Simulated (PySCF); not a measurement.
PySCF input (BP86/def2-SVP):

```python
from pyscf import gto, dft

mol = gto.M(
    atom='''
    Be   -0.00244410    0.49155060   -0.08914113
    F     1.18983741   -0.20123978   -0.52014940
    F    -1.18875115   -0.01722715    0.55976768
    ''',
    basis='def2-svp',
    charge=-1,
    spin=1,
    verbose=4,
)

mf = dft.UKS(mol, xc='bp86')
mf.grids.level = 3
mf.conv_tol = 1e-9
mf.max_cycle = 100
mf.max_memory = 1500
mf.kernel()
if not mf.converged:
    mf = mf.newton()
    mf.kernel(mf.make_rdm1())
mo, _, stable, _ = mf.stability(return_status=True)
if not stable:
    mf.kernel(mf.make_rdm1(mo, mf.mo_occ))
    stable = mf.stability(return_status=True)[2]
mf.dip_moment()
```

**Question.** What final total energy does it give?

**Answer.** -214.38330 Eh.
